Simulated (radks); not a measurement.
Results of a calculation; reference values are marked as such.
Problem. These are the eigenvalues of the occupied orbitals of an atom or ion with whole-number occupations (eV). Level of theory: Dirac Kohn-Sham, Slater X-alpha with alpha = 0.995, spin-unpolarised, spherical densities, finite nucleus; Fermi nuclear charge, rms radius of each element as measured or else 0.836 A^(1/3) + 0.57 fm (a radial shooting solver on a logarithmic mesh with Libxc functionals).

| orbital | eigenvalue |
|---|---|
| 1s1/2 | -2833.727 |
| 2s1/2 | -296.6805 |
| 2p1/2 | -238.2074 |
| 2p3/2 | -236.3965 |
| 3s1/2 | -49.4348 |
| 3p1/2 | -35.9166 |
| 3p3/2 | -35.7313 |

Which element is it, and in what charge state? The configuration may be excited. Open shells, if any, fill j = l - 1/2 first.

Solution. Z = 17, chlorine, charge +2: Cl2+ in [Ne] 3s2 3p3. The list shows which subshells hold electrons but not how many an open one holds; the 1s level, -104.14 hartree, gives Z - s = 14.4 by -(Z - s)^2/2, which with screening and relativity narrows Z to a few neighbours, and the depths of the outer levels then fix element, charge and occupations together.
